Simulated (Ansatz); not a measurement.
Harmonic frequencies (cm⁻¹) at PBE0-D4/def2-TZVP from Ansatz: 88, 98, 116, 146, 157, 171, 224, 295, 354, 377, 511, 650, 729, 2696, 4005.

Each molecule was computed in one conformer, which needn't be the lowest.

Q: Which molecule is it?
A. `[OH][Hf]([F])([Cl])[Br]`
B. `[F][Hf]([F])([F])[SeH]`
C. `[OH][Hf]([F])([SH])[Cl]`
D. `[NH2][Hf]([Cl])([Cl])[Cl]`

A: C.
